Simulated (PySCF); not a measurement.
Al(NH2)3 (AlH₆N₃), SMILES [NH2][Al]([NH2])[NH2].

The structure is a stationary point at B3LYP-D3(BJ)/def2-SVP. A frequency run showed that this geometry is not a minimum. The values are those of a single conformer.

These are B3LYP-D3(BJ)/def2-SVP run with PySCF values and carry that method's errors.

Frequencies are harmonic and unscaled.

Modes within 1.5 cm⁻¹ of each other (mostly degenerate sets) share a row, with their intensities summed.

**Question.** Estimate the vibrational spectrum. (An estimate is asked for; the answer gives what the named calculation found.)

**Answer.** 
| mode | ν (cm⁻¹) | IR (km/mol) | moving atoms (share of kinetic energy) |
|---|---|---|---|
| 1 | 164i | 0.0 | H 100 % |
| 2–3 | 198 | 3.4 | N 50 %, H 36 %, Al 14 % |
| 4 | 262 | 22.5 | Al 64 %, N 28 %, H 9 % |
| 5–6 | 288 | 0.0 | H 79 %, N 21 % |
| 7–8 | 300 | 0.0 | H 99 % |
| 9 | 342 | 528.9 | H 83 %, N 16 % |
| 10 | 545 | 0.0 | H 86 %, N 14 % |
| 11 | 668 | 0.0 | N 86 %, H 14 % |
| 12–13 | 671 | 93.1 | H 68 %, N 32 % |
| 14–15 | 888 | 417.6 | Al 50 %, N 38 %, H 12 % |
| 16–17 | 1525 | 141.2 | H 89 %, N 11 % |
| 18 | 1540 | 0.0 | H 91 %, N 9 % |
| 19–21 | 3584 | 47.3 | H 96 % |
| 22–24 | 3665 | 44.8 | H 92 %, N 8 % |
